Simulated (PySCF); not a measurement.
**Correlation energy of O²⁺ (oxygen, charge +2)**

[He] 2s2 2p2, high-spin 3P determinant. All numbers are calculated (PySCF 2.14, no relativity, point nucleus, in def2-SVP (3s2p1d, 14 functions)). Frozen: 1s2; 4 electrons correlated.

MP2 pair energies summed by pair of shells (mhartree):

| pair | energy | share (%) |
| --- | --- | --- |
| 2s-2p | -31.59 | 57.6 |
| 2s-2s | -18.59 | 33.9 |
| 2p-2p | -4.68 | 8.5 |

Total MP2 correlation energy: -54.86 mhartree.

Same-spin part -7.65 and opposite-spin part -47.20 mhartree; SCS-MP2 scales them by 1/3 and 6/5 to -59.19 mhartree.

```tsv
level	correlation energy (mhartree)
CCSD	-77.61
(T)	-0.63
CCSD(T)	-78.24
```

Diagnostics: T1 = 0.0044, D1 = 0.0086, largest double amplitude 0.129.

Cost of the coupled-cluster step: 0.07 s of wall time on 1 thread of Neoverse-V2 (shared host), for 4 correlated electrons.
